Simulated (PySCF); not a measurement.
# SbH₂⁺, singlet: structure and spectrum

Level of theory: PBE0/[Sb def2-TZVP with ECP28, H def2-TZVP], scalar-relativistic core potentials, density fitting, no spin–orbit coupling, PySCF.

The structure is a minimum.

Z-matrix (Å, degrees; charge 1 multiplicity 1):
```
Sb
H  1 1.7088
H  1 1.7088 2 90.20
```

```
Point group                                                                   : C2v
Bond lengths                                                                  : Sb–H 1.709 Å (×2)
Bond angles                                                                   : H–Sb–H 90.2°
Enthalpy at 298.15 K above 0 K                                                : 10.08 kJ/mol
Rotational symmetry number                                                    : 2
Principal quadrupole moments (Buckingham, traceless) about the centre of mass : -2.59, -0.77, 3.36 D Å
Heat capacity Cp at 298.15 K                                                  : 35.7 J/(mol K)
Entropy at 298.15 K and 1 bar                                                 : 228.6 J/(mol K)
Rotational constants                                                          : 5.844, 5.709, 2.888 cm⁻¹
Principal polarisabilities                                                    : 22.8, 31.8, 33.2 bohr³
Lowest empty level                                                            : -11.07 eV
Highest occupied level                                                        : -15.05 eV
Zero-point energy                                                             : 29.1 kJ/mol
Dipole moment about the centre of mass                                        : 0.52 D
```

Harmonic modes (masses in u: Sb 120.904, H 1.008):
```
symmetry  ω (cm⁻¹)  IR (km/mol)     type
      a1       858         12.7     bend
      a1      2003         23.8  stretch
      b2      2011         24.2  stretch
```

In C2v the vibrations span 2a1 + b2. Here b1 is antisymmetric to the molecular plane and b2 lies in it.

Charges (e):
```
atom  Mulliken  Löwdin  polar tensor  Mayer order to Sb1
 Sb1      0.76    0.95          1.08                   –
H2,3      0.12    0.02         -0.04                0.96
```

Mulliken populations on Sb1 (electrons outside its core potential): s 3.92, p 8.21, d 10.10, f 0.01.

Counting electrons, antimony keeps 2 of its valence electrons outside its bonds, so the VSEPR class is AX2E1 and the expected shape is bent (C2v), as computed. The angle of 90° is close to 90°: the heavy centre bonds with nearly pure p orbitals and keeps its lone pair s-like.

Only a few start shapes were tried, so a lower isomer may exist.

The final relaxation and frequency run took roughly 16 core-seconds on a shared host.
